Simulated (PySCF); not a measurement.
Identify the unknown among the candidates.

All candidates are C7H9F.

* Triplet: lowest triplet excitation (Tamm–Dancoff): 2.74 eV [TDA CAM-B3LYP/def2-SVPD]
* Rotational structure: rotational constants A, B, C: 4.273, 1.292, 1.106 GHz [GFN2-xTB]
* UV, first state: lowest singlet excitation: 4.87 eV (255 nm, f = 0.756) [TDDFT CAM-B3LYP/def2-SVPD]
* Polarisability: 95.7 au [CAM-B3LYP/def2-SVPD]
* Dipole: 1.26 D [CAM-B3LYP/def2-SVPD]

Gas-phase values; electronic properties from PySCF, density fitting. Levels stand in brackets. The structure is a single GFN2-xTB conformer in the gas phase; no vibrational or solvent corrections.

Question: Which candidate is it?
A. `C=C(C)/C=C\C(=C)F`
B. `CCC#C/C=C/CF`
C. `C#C[C@@H]1CC[C@H]1CF`

Answer: A. It is `C=C(C)/C=C\C(=C)F`. Numbering: `[CH2:1]=[C:2]([CH3:3])/[CH:4]=[CH:5]\[C:6](=[CH2:7])[F:8]`. Its formula, C7H9F, gives 3 degrees of unsaturation: 0 rings and 3 π bonds in the structure found. S1 is mainly HOMO→LUMO (weight 0.98); the largest Löwdin shares of the orbital it empties are 0.18 on a terminal =CH2 carbon, 0.16 on an alkene CH carbon, 0.16 on a terminal =CH2 carbon and 0.14 on an alkene CH carbon, of the orbital it fills 0.17 on an alkene CH carbon, 0.16 on an alkene CH carbon, 0.16 on a terminal =CH2 carbon and 0.13 on a terminal =CH2 carbon. The optimised geometry has point group C1 and is an asymmetric top.

The others, at the same levels:
- `CCC#C/C=C/CF` fails: its computed lowest singlet excitation is 5.39 eV (230 nm, f = 0.000) (against 4.87 eV), lowest triplet excitation (Tamm–Dancoff) is 3.46 eV (against 2.74 eV) and static isotropic polarisability is 90.8 au (against 95.7 au).
- `C#C[C@@H]1CC[C@H]1CF` fails: its computed lowest singlet excitation is 6.55 eV (189 nm, f = 0.000) (against 4.87 eV), lowest triplet excitation (Tamm–Dancoff) is 5.45 eV (against 2.74 eV) and static isotropic polarisability is 78.5 au (against 95.7 au).

Each candidate is one conformer, not necessarily the lowest. The conformers computed, where there is a choice (atom-mapped SMILES and torsion angles):
- `[CH2:1]=[C:2]([CH3:3])/[CH:4]=[CH:5]\[C:6](=[CH2:7])[F:8]`: C1–C2–C4–C5 160°, C4–C5–C6–C7 153°
- `[CH3:1][CH2:2][C:3]#[C:4]/[CH:5]=[CH:6]/[CH2:7][F:8]`: C5–C6–C7–F8 0°
- `[CH:1]#[C:2][C@@H:3]1[CH2:4][CH2:5][C@H:6]1[CH2:7][F:8]`: C5–C6–C7–F8 -76°
